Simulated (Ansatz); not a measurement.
K₂Na₂, relaxed as a singlet with RKS PBE/def2-TZVP in Ansatz, starting from the GFN2-xTB geometry. Force threshold 0.02 eV/Å.

The restricted singlet is unstable towards broken spin symmetry in Hartree–Fock (as tested in another run); at PBE/def2-TZVP this wasn't settled. Another isomer (singlet) lies 0.11 eV lower at PBE0/def2-TZVP; other spin states weren't run for this one.

Start:

```xyz
4

Na   -1.317   -0.067    1.245
Na    1.263   -0.061   -1.067
K    -3.509    2.048    1.889
K     3.563   -1.921   -2.067
```

(1) Estimate the energy that the relaxation releases and the steps that it takes.

(2) Does the start keep its bonding and symmetry?

(3) Predict the relaxed structure.

Answers

(1) 0.26 eV, in 10 steps; 9.5 s on 4 threads of Arm Neoverse V2 on a shared host. The force fell under the threshold at step 5, but the optimiser went on and released 0.018 eV more. No frequencies were taken in this run, so the end may be a saddle point.

(2) By distances, no bond broke or formed. The bond that changes most is Na1–K3, from 3.11 to 3.64 Å (atoms count from 1).

(3) 
```csv
atom,x (Å),y (Å),z (Å)
Na1,-0.851,-0.766,1.222
Na2,0.839,0.755,-1.208
K3,-3.139,2.041,1.590
K4,3.151,-2.030,-1.604
```
Bond lengths (bridged metal pairs left out): 2 × K–Na 3.64 Å; 1 × Na–Na 3.33 Å.
